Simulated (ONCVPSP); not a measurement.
**Potentials for lanthanum (La) compared**

Generated with ld1.x 7.5 (TM, RRKJ, ultrasoft, PAW), atompaw 4.2 or ONCVPSP 4.0.1. The cutoff is in Ry: for ld1.x and atompaw files where the sum of valence levels is converged to 10 mRy in a Bessel basis, for ONCV files where the hardest occupied wave has 1 mHa per electron of residual kinetic energy. The error is the largest all-electron minus pseudo excitation energy over each file’s own four to seven test configurations (ionisations up to +4, promotions, holes and added fractions of an electron), all of which were solved. The labels leave out finer settings (local radius, basis sizes, second energies), which also bear on the numbers. Spin-polarised tests are not counted. The rows are a selection from randomly drawn settings: files with unsolved tests, undetermined cutoffs or missed reference levels are left out.

A true bound ghost makes a file unfit for plane-wave use even where its test errors are small: the radial tests pick states by their node count and pass the ghost by.

```tsv
potential	cutoff (Ry)	largest error (meV)	bound ghosts
ONCV, PBE, scalar-relativistic, rc 2.65/2.90/4.00/4.15 (spdf), local smoothed, core correction yes, reference 5s2 5p6 5d1 6s2, qcut 4.6/5.2/3.1/2.7, projectors 2/2/2/1	17	+104	none
ONCV, PBE, scalar-relativistic, rc 2.50/2.45/3.85/3.00 (spdf), local smoothed, core correction yes, reference 5s2 5p6 5d1 6s2, qcut 6.3/6.2/4/4.1, projectors 2/2/2/1	23	-88	none
```

Problem. Fill in the row for La: ONCV, BLYP, scalar-relativistic, rc 2.65/1.75/2.50/2.80 (spdf), local smoothed, core correction yes, reference 5s2 5p6 5d1 6s2, qcut 3.6/5/4/4.1, projectors 2/1/2/2.

Solution. cutoff 29 Ry, largest error -9.3 meV, bound ghosts: s.

Problem. Fill in the row for La: ONCV, PBE, scalar-relativistic, rc 1.65/1.75/3.75/4.00 (spdf), local smoothed, core correction no, reference 5s2 5p6 5d1, qcut 4.9/5.2/4.6/3.2, projectors 1/2/3/1.

Solution. cutoff 28 Ry, largest error +909 meV, bound ghosts: none.

Problem. Fill in the row for La: ONCV, revPBE, scalar-relativistic, rc 2.60/2.45/4.00/4.05 (spdf), local smoothed, core correction no, reference 5s2 5p6 5d1 6s2, qcut 3.8/5.2/4.6/2.4, projectors 2/1/2/3.

Solution. cutoff 21 Ry, largest error -32 meV, bound ghosts: none.
